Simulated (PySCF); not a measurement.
`CC(C)(F)[SiH2][SiH3]`. Computed geometry: GFN2-xTB, gas phase.

```
atom  x, y, z in Å
C1     0.6888    1.5272   -0.1053
C2     0.7086    0.0885    0.3877
C3     2.1240   -0.4641    0.4098
F4     0.2574    0.1103    1.7264
Si5   -0.5485   -1.0323   -0.5648
Si6   -2.6996   -0.3013   -0.1395
H7    -0.3167    1.9390   -0.0403
H8     1.3535    2.1465    0.4962
H9     1.0178    1.5626   -1.1404
H10    2.1342   -1.4542    0.8590
H11    2.7801    0.1841    0.9902
H12    2.5041   -0.5353   -0.6054
H13   -0.2558   -2.4049   -0.1314
H14   -0.1148   -0.9577   -1.9698
H15   -3.6260   -1.4300   -0.0141
H16   -2.8179    0.5047    1.0762
H17   -3.1962    0.5288   -1.2444
```

(1) What is the repulsion energy of the bare nuclei, Σ ZA·ZB/RAB?

(2) What is the longest distance between nuclei?

(3) Work out the bond lengths C1–H9, C2–C3, C2–F4, C3–H11, C3–H12, Si6–H16, Si6–H17 in bohr.

(4) Where is the centre of mass (commonest isotopes), and what is the radius of gyration?

(5) How far apart are these pairs, which share no bond: F4···H7, H7···H13, H7···H14, H8···H15, H9···H12?

Results:

(1) 383.34 Eh over 136 pairs, with full nuclear charges and distances in bohr; the largest single term is 44.87 Eh (Si5 with Si6).

(2) H11···H15, 6.68 Å; the next longest distance is 6.39 Å.

(3) For C1–H9 the difference vector is (0.3290, 0.0354, -1.0351) Å, of length 1.0867 Å. 1 bohr = 0.529177 Å. C1–H9 2.054; C2–C3 2.872; C2–F4 2.670; C3–H11 2.059; C3–H12 2.053; Si6–H16 2.765; Si6–H17 2.775 bohr.

(4) Mass 122.038 u; centre at (-0.363, -0.175, 0.161) Å; Rg = √(Σ m r²/M) = 1.975 Å. As Ia + Ib + Ic = 2 Σ m r², the three principal moments sum to 952.2 u·Å².

(5) F4···H7 2.607 Å (3 bonds apart); H7···H13 4.345 Å (4 bonds apart); H7···H14 3.486 Å (4 bonds apart); H8···H15 6.152 Å (5 bonds apart); H9···H12 2.626 Å (4 bonds apart).

Not checked by GFN2-xTB frequencies. One conformer, not necessarily the lowest.
